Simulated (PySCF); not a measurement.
# Spinor energies of Ta(69+) (tantalum, charge +69)

Start: [He] 2s2. Calculated with PySCF 2.14 in an even-tempered Gaussian basis (16 s from 56 bohr⁻², ratio 2.4; 13 p from 72 bohr⁻², ratio 2.4; 5 d from 230 bohr⁻², ratio 2.6; 4 f from 340 bohr⁻², ratio 2.6): generalised Hartree-Fock with the X2C-1e Hamiltonian and a Gaussian nucleus; one run each with spin-orbit coupling (SO) switched off, then screened by Boettger's factors.

| spinor shell | electrons | ε, spin-free (eV) | ε, screened SO (eV) | weight of nominal j (screened SO) | rms radius, screened SO (bohr) |
| --- | --- | --- | --- | --- | --- |
| 1s1/2 | 2 | -76146.6 | -76146.6 | 1.000 | 0.0210 |
| 2s1/2 | 2 | -18782.8 | -18782.8 | 1.000 | 0.0815 |

| quantity | spin-free | screened SO |
| --- | --- | --- |
| E (hartree) | -7109.19114 | -7109.19114 |
| M_J | 0 | 0 |
| ⟨J²⟩ | 0.000 | 0.000 |
| ⟨L²⟩ | 0.000 | 0.000 |
| ⟨S²⟩ | 0.000 | 0.000 |

Breit and QED terms are absent; they matter most for the inner s and p1/2 levels.

Densities and radii are taken from the X2C orbitals without a picture-change correction, which distorts them close to the nucleus.

Without spin-orbit coupling the j labels of p, d and f shells carry no meaning; the spin-free column gives the mean over the occupied spinors of each nl shell.
